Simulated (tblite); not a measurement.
Compound: C6H14NP.
Geometry (GFN2-xTB, Å), atoms numbered from 1 in this order:
```
atom  x, y, z in Å
C1     2.470    0.259   -0.996
C2     1.449   -0.099   -0.228
C3     1.619   -0.585    1.178
P4    -0.240    0.022   -0.956
C5    -1.056    1.033    0.389
C6    -0.479    2.440    0.432
N7    -0.785   -1.532   -0.400
C8    -2.129   -1.923   -0.803
H9     3.492    0.218   -0.651
H10    2.317    0.617   -2.001
H11    1.475    0.237    1.879
H12    0.884   -1.355    1.405
H13    2.620   -0.986    1.325
H14   -0.937    0.514    1.343
H15   -2.125    1.083    0.163
H16    0.583    2.416    0.667
H17   -0.596    2.925   -0.536
H18   -0.988    3.044    1.182
H19   -0.123   -2.235   -0.725
H20   -2.825   -1.135   -0.518
H21   -2.402   -2.836   -0.272
H22   -2.235   -2.102   -1.878
```

Computed with GFN2-xTB (tblite): harmonic, unscaled wavenumbers at the GFN2-xTB geometry, gas phase. Against measured fundamentals such values can be off by several per cent, at times by over 20. One conformer, not necessarily the lowest.

Harmonic wavenumbers (cm⁻¹): 52.9, 77.6, 97.0, 131.5, 142.3, 147.8, 166.0, 197.6, 248.4, 272.0, 329.6, 357.5, 390.3, 441.5, 628.7, 668.8, 689.1, 717.2, 770.6, 792.5, 904.3, 946.8, 973.9, 1000.1, 1009.9, 1031.7, 1058.7, 1082.3, 1092.8, 1117.2, 1198.6, 1212.7, 1247.2, 1324.6, 1387.8, 1408.7, 1411.8, 1416.3, 1448.6, 1472.1, 1485.5, 1487.9, 1495.4, 1497.9, 1504.6, 1683.4, 2922.7, 2942.3, 2957.7, 2986.6, 2995.7, 3012.0, 3018.4, 3021.0, 3025.1, 3028.2, 3033.5, 3072.5, 3107.3, 3305.4.

A = 1891, B = 1382, C = 1034 MHz; mass 131.086 u (most abundant isotopes); point group C1, symmetry number 1.

Q: What is the zero-point energy?

A: Half the sum of the wavenumbers: 41324 cm⁻¹ = 118.15 kcal/mol.

Q: Give the ideal-gas entropy at 200 K and 1 bar in the rigid-rotor, harmonic-oscillator model (classical rotation).

A: Translation 38.57, rotation 27.98, vibration 23.90: S = 90.4 cal/(mol K).

Q: And Cp and H(200 K) − H(0)?

A: Cp = 32.94 cal/(mol K), of which vibrations give 24.99 (their classical limit is 60 R = 119.2); H(200 K) − H(0) = 4.24 kcal/mol without the zero-point energy, 2.65 from vibrations.

Q: Which modes carry the vibrational entropy at 200 K?

A: 52.9 cm⁻¹: 3.92; 77.6 cm⁻¹: 3.17; 97.0 cm⁻¹: 2.74; 131.5 cm⁻¹: 2.17; 142.3 cm⁻¹: 2.03; 147.8 cm⁻¹: 1.96 cal/(mol K); the other 54 give 7.92 together.

Q: What must be added to the electronic energy to get the Gibbs energy at 200 K and 1 bar?

A: ZPE + [H(200 K) − H(0)] − T·S = 118.15 + 4.24 − 18.09 = 104.30 kcal/mol.

Hindered rotation and anharmonicity are outside this model. Other conformers, if any are populated, would add a mixing term that is left out. The structure is chiral; the term R ln 2 for an equal mix with its mirror image is left out.
